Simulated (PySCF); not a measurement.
# Molecular orbitals of SbF⁻

UHF at R = 2.043 Å; basis Sb aug-cc-pVDZ-PP with ECP28, F aug-cc-pVDZ; scalar-relativistic core potentials; PySCF 2.14. State: ²Π (doublet), unpaired electrons π ↑. Only the outer orbitals are listed, counted within each symmetry, core potentials removing the inner ones.

| spin | orbital | occ. | ε (eV) | on Sb (%) | main shells (%) |
| --- | --- | --- | --- | --- | --- |
| α | 5σ | 1 | -35.04 | 5 | 95 F s |
| α | 6σ | 1 | -13.63 | 60 | 59 Sb s, 39 F p |
| α | 3π | 1 | -10.66 | 2 | 97 F p |
| α | 3π | 1 | -10.53 | 2 | 98 F p |
| α | 7σ | 1 | -8.97 | 50 | 51 F p, 39 Sb s, 10 Sb p |
| α | 4π | 1 | -2.94 | 100 | 100 Sb p |
| α | 4π | 1 | -1.64 | 101 | 100 Sb p |
| α | 8σ | 0 | 4.95 | 102 | 94 Sb p |
| α | 5π | 0 | 5.76 | 103 | 103 Sb p |
| β | 5σ | 1 | -34.91 | 5 | 95 F s |
| β | 6σ | 1 | -12.61 | 39 | 59 F p, 38 Sb s |
| β | 3π | 1 | -10.47 | 2 | 98 F p |
| β | 3π | 1 | -10.17 | 1 | 99 F p |
| β | 7σ | 1 | -8.00 | 70 | 61 Sb s, 31 F p, 9 Sb p |
| β | 4π | 1 | -1.13 | 101 | 100 Sb p |
| β | 4π | 0 | 4.77 | 105 | 105 Sb p |
| β | 8σ | 0 | 5.05 | 101 | 93 Sb p |

Problem. Which are the highest filled and the lowest empty level, where do they sit, and how wide is the gap?

Solution. Highest filled β 4π at -1.13 eV (in %: 100 Sb p); lowest empty β 4π at 4.77 eV (in %: 105 Sb p); the gap at UHF is 5.90 eV. Both belong to one degenerate shell, split only by its one-sided filling, so this is no excitation gap. An empty level above zero is unbound, and its energy depends on the basis.

| Item | Value |
| --- | --- |
| bond order (Mayer) | 0.10 |
| ⟨S²⟩ | 0.764 |
| charge on Sb (Mulliken, basis-dependent) | -0.27 |
| charge on Sb (Löwdin, basis-dependent) | -0.20 |
| dipole moment (positive dipole points towards F; it is taken about the centre of mass and depends on that origin) | -1.91 D |

Shares are Mulliken populations and can fall outside 0 to 100 %.

Spin–orbit coupling is left out. The state was picked by a PBE0 search and need not be the measured ground state.
